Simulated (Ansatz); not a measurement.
```yaml
crystal:
  periodic: [false, false, false]
  atoms:
    - {symbol: F, position_ang: [-1.489223, 0.873030, -0.715999]}
    - {symbol: Zn, position_ang: [0.072244, -0.042365, 0.034733]}
    - {symbol: H, position_ang: [1.416979, -0.830666, 0.681266]}
basis:
  gaussian: {orbitals: 6-31G, final_grid: {core_spheres: 5, valence_spheres: 4, degree: 11}}
hamiltonian: {xc: {name: B97M-V}}
scf: {lower_state_search: light}
output: {forces: true}
```

```sh
$ ansatz run in.yaml --threads 2 --pin off --events-out ev --progress --plain --max-ram 32768MiB --backend cpu
```

It prints (some lines left out):

```
Functional definition: B97M-V
398 factors; integrals over basis functions are off by at most 5.2e-4 eV
mean field evaluation 1: about -51128.6761 eV, gradient 4.7e1 eV
mean field evaluation 2: about -50998.3566 eV, gradient 2.4e2 eV
mean field evaluation 4: about -51131.9987 eV, gradient 2.0e1 eV
mean field evaluation 8: about -51132.5584 eV, gradient 2.7e-1 eV
mean field evaluation 16: about -51132.5586 eV, gradient 5.5e-5 eV
mean field -51132.55859325 eV, -1879.0868694089 hartree, gradient 5.5e-5 eV, S^2 0.000000; 0 other end points of the search recorded, 0 dependent functions left out
reference -51132.55865270 eV, -1879.0868715935 hartree; 20, 20 occupied and 20, 20 virtual orbitals, 398 factors
Total energy: -51132.55865270 eV, -1879.0868715935 hartree
Atom 0 at    -1.489223     0.873030    -0.715999 Å, force     2.810622    -1.647711     1.351308 eV/Å
Atom 1 at     0.072244    -0.042365     0.034733 Å, force    -1.492135     0.874809    -0.717394 eV/Å
Atom 2 at     1.416979    -0.830666     0.681266 Å, force    -1.318487     0.772902    -0.633914 eV/Å
Dipole moment:     0.372986    -0.218670     0.179326 e Å
```

Hardware: 2 threads of an AMD EPYC 7R13 on a shared host. Wall time 0.81 s, peak host memory 0.25 GiB.
